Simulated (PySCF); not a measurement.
Where the electron goes

Compound: C7H15B.
Structure used (PBE0-D3(BJ)/def2-SVP), in Å, numbered top down from 1:
```xyz
23
C7H15B angstrom
C     -2.475    0.711   -0.163
C     -1.470   -0.356   -0.565
C     -0.006    0.088   -0.558
C      0.897   -0.956   -1.222
B      2.433   -0.814   -0.971
C      2.941    0.015    0.253
C      1.924    0.996    0.835
C      0.506    0.432    0.844
H     -2.402    1.593   -0.819
H     -2.323    1.057    0.871
H     -3.507    0.334   -0.230
H     -1.572   -1.238    0.095
H     -1.713   -0.718   -1.579
H      0.060    1.016   -1.160
H      0.649   -1.100   -2.287
H      0.692   -1.956   -0.770
H      3.218   -1.453   -1.643
H      3.157   -0.793    0.989
H      3.927    0.476    0.076
H      1.928    1.921    0.232
H      2.211    1.304    1.855
H     -0.171    1.157    1.324
H      0.471   -0.481    1.470
```

Level of theory: PySCF, TDDFT wB97X-D/def2-SVPD, vertical, gas phase, core orbitals frozen in the response.

Kohn–Sham orbitals with the atoms that hold most of them (Löwdin shares over 4%, at most four atoms; ? is withheld):

```csv
orbital,ε (eV),atoms
HOMO-3,-11.00,"C7 14%, C2 12%, C8 12%, C6 10%"
HOMO-2,-10.72,"C3 23%, C8 14%, H14 14%, C2 11%"
HOMO-1,-9.90,?
HOMO,?,"C6 16%, B5 16%, C4 13%, C7 10%"
LUMO,1.26,?
LUMO+1,2.13,"B5 51%, H17 6%, H19 5%, H15 5%"
LUMO+2,2.67,"C1 26%, H11 9%, H9 8%, B5 8%"
```

(1) Give the leading atoms of the LUMO.

(2) Give the leading atoms of the HOMO-1.

(3) What is the HOMO energy, and the HOMO–LUMO gap?

Results:

(1) B5 (bonded to 2 C and H) 48%; C6 (bonded to B, C and 2 H) 12%; C4 (bonded to B, C and 2 H) 12%; H17 (bonded to B) 8%. By element: boron 48%, carbon 24% or more, hydrogen 8% or more.

(2) B5 (bonded to 2 C and H) 17%; C4 (bonded to B, C and 2 H) 15%; H17 (bonded to B) 13%; C3 (bonded to 3 C and H) 11%. By element: carbon 27% or more, boron 17%, hydrogen 13% or more.

(3) ε(HOMO) = -9.75 eV; the gap is 11.01 eV (0.4047 hartree).

Problem. The HOMO–LUMO gap is 11.01 eV. Where does the response calculation put the lowest singlet, and from which orbitals?

Solution. S1 is at 5.90 eV (f = 0.0015), 5.11 eV below the gap, made of HOMO→LUMO (86%). Without the coupling terms of the response equations the lowest excitation would equal the gap.

Problem. Give energy, strength and leading configuration of S1, S2 and S3, and follow the Löwdin shares of the leading atoms from the occupied to the empty orbital.

Solution. 
- S1 (5.90 eV, f 0.0015), HOMO→LUMO (86%): C6 16% → 12%, B5 16% → 48%
- S2 (6.06 eV, f 0.0019), HOMO-1→LUMO (86%): B5 17% → 48%, C4 15% → 12%, C6 at most 12% → 12%
- S3 (7.80 eV, f 0.0060), HOMO-2→LUMO (88%): C3 23% → at most 9%, C8 14% → at most 9%, B5 at most 11% → 48%, C6 at most 11% → 12%

Time: 13 min of wall time (with the writing of density and orbital grids); peak memory 1.4 GiB. Hardware: an Intel Xeon at 2.70 GHz with one thread, shared host with 64 logical CPUs at a one-minute load of 48.

One conformer stands for the species.
